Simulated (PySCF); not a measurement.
H3NOSi (calculated)

Calculation on a computer-drawn molecule: the log of a Hartree-Fock and frozen-core CCSD(T) single point meant for a local Hartree-Fock minimum, with one planted fault or none, to be diagnosed. Offsets are logged minus clean, where the clean run is the same molecule without the fault. The reference is restricted for singlets and unrestricted otherwise, and also for a bond in bohr or an excited solution. Adding or removing an electron swaps singlet and doublet. The excited solution moves the top pair (singlet) or top alpha electron (doublet) to the lowest empty orbital. Highest occupied and lowest empty are orbital energies over both spins, largest force is the largest gradient component, triples share is (T) over the correlation energy, the T1 limit is 0.02 restricted and 0.045 unrestricted, electrons count all cores, a negative frequency is imaginary (commonest isotopes), and the dipole is about the centre of nuclear charge. Program: PySCF 2.14.0.

```xyz
6
formula=H3NOSi meant_charge=0 meant_multiplicity=1 meant_basis=cc-pV(D+d)Z logged_electrons=32 logged_basis_functions=66 logged_SCF_converged=yes logged_spin_squared=2.0291 logged_highest_occupied=-5.1971 logged_lowest_empty=0.092757 logged_largest_force=0.20267 logged_T1_diagnostic=0.036328 logged_D1_diagnostic=0.20543 logged_triples_share=0.024536 logged_CC_converged=yes logged_dipole_magnitude=2.0057 logged_SCF_stable_within_its_kind=yes logged_energy_HF=-419.87104 logged_energy_CCSD(T)=-420.31077 possible_faults=no_fault,one_electron_removed,one_electron_added,multiplicity_raised_by_two,geometry_at_a_saddle_point,SCF_held_on_an_excited_solution,minimal_basis_STO-3G,one_bond_length_entered_in_bohr,all_coordinates_scaled planted_fault=multiplicity_raised_by_two HF_energy_offset_from_clean_run=101.9 CCSD(T)_energy_offset_from_clean_run=129.6
N      1.5893    -0.3717     1.9793
Si     0.6255    -1.4312     1.1253
O     -0.8401    -1.6601     1.3218
H      2.5689    -0.2535     1.8099
H      1.2400     0.2110     2.7158
H      1.4788    -2.1044     0.1384
```

Units: logged_highest_occupied, logged_lowest_empty in eV; logged_largest_force in hartree/bohr; logged_dipole_magnitude in debye; logged_energy_HF, logged_energy_CCSD(T) in hartree; HF_energy_offset_from_clean_run, CCSD(T)_energy_offset_from_clean_run in kcal/mol.

Drawn bonds:
```
atom  other atom  order
   1           2      1
   2           3      2
   1           4      1
   1           5      1
   2           6      1
```
